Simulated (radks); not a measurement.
Q: Tm III, 67 electrons, occupied as [Xe] 4f12 5f1 (not the ground configuration). Method: Dirac Kohn-Sham, exchange-only LDA, spin-unpolarised, spherical densities, point nucleus; open shells fill j = l - 1/2 first; computed with a radial shooting solver on a logarithmic mesh with Libxc functionals.

Spin-orbit splittings of the eigenvalues, e(l+1/2) - e(l-1/2), with zeta = 2 splitting/(2l+1) and mean radii in bohr:

| shell | occ. | splitting (eV) | zeta (eV) | <r> j=l-1/2 | <r> j=l+1/2 |
|---|---|---|---|---|---|
| 2p | 6 | 979.1 | 652.7 | 0.07010 | 0.07749 |
| 3p | 6 | 206.6 | 137.7 | 0.2104 | 0.2243 |
| 3d | 10 | 45.19 | 18.07 | 0.1974 | 0.2017 |
| 4p | 6 | ? | ? | 0.5058 | 0.5379 |
| 4d | 10 | 8.562 | 3.425 | 0.5640 | 0.5754 |
| 4f | 12 | 1.272 | 0.3634 | 0.7447 | 0.7584 |
| 5p | 6 | 6.279 | 4.186 | 1.348 | 1.449 |
| 5f | 1 | 0.008613 | 0.002461 | 5.892 | 5.906 |

Estimate the 4p splitting.

A: 46.96 eV (zeta = 31.30 eV).
